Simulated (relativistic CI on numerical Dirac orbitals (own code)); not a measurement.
Radial Dirac CI calculation of S14+.

Command:

```sh
python run_levels.py task.json out
```

Input:

```
atom S  Z=16  charge=14  electrons=2
nucleus A=32  rms_radius_fm=3.2611
hamiltonian dirac-coulomb  breit=on  qed=on  c_scale=1
orbitals kli  potential=per-configuration
slater_scale 1
correlation none
mixing on
grid step=0.0125 r_max=6.9
scf mixing=0.4 start=green max_iterations=150 tolerance=2e-08 node_fill=0.05
configurations
  1s2
  1s 2s
  1s 2p
end
```

Output:

```
SCF 1: 1s2
 iter      energy (Ha)   residual   last orbital (Ha)
    1      -246.820697   7.25e-01   -127.28486
    2      -246.897434   4.34e-01   -123.73321
    3      -246.939808   2.74e-03   -118.53242
    4      -246.939820   2.54e-04   -118.55997
    5      -246.939820   1.57e-06   -118.55699
    6      -246.939820   1.52e-07   -118.55700
    7      -246.939820   3.01e-10   -118.55699
SCF 2: 1s 2s
 iter      energy (Ha)   residual   last orbital (Ha)
    1      -157.374270   4.66e-01    -30.74586
    2      -157.413403   2.78e-01    -30.02670
    3      -157.433099   4.04e-03    -28.99323
    4      -157.433312   3.08e-04    -28.98590
    5      -157.433304   1.04e-05    -28.98543
    6      -157.433304   1.17e-07    -28.98545
    7      -157.433304   3.51e-09    -28.98545
SCF 3: 1s 2p
 iter      energy (Ha)   residual   last orbital (Ha)
    1      -156.735160   4.35e-01    -30.65479
    2      -156.791970   2.58e-01    -29.71245
    3      -156.824981   4.52e-03    -28.36664
    4      -156.825033   5.20e-04    -28.35879
    5      -156.825032   8.28e-06    -28.35788
    6      -156.825032   6.11e-07    -28.35788
    7      -156.825032   4.44e-09    -28.35788
orbital energies (Ha): 1s -118.5570
configuration averages (Ha): Dirac-Coulomb, Breit, QED
  1s2                           -246.939820    0.051569    0.053281
  1s 2s                         -157.433304    0.002434    0.031033
  1s 2p                         -156.825032    0.003125    0.027712
levels: no., configuration, term, J, E (cm-1), weight
   1 1s2                    1S   0                0.0  1.00
   2 1s 2s                  3S   1         19592092.0  1.00
   3 1s 2p                  3P*  0         19724690.1  1.00
   4 1s 2p                  3P*  1         19727920.8  0.99
   5 1s 2s                  1S   0         19737363.2  1.00
   6 1s 2p                  3P*  2         19740922.9  1.00
   7 1s 2p                  1P*  1         19840962.7  0.99
lowest total energy -246.834983 Ha
end: converged
```
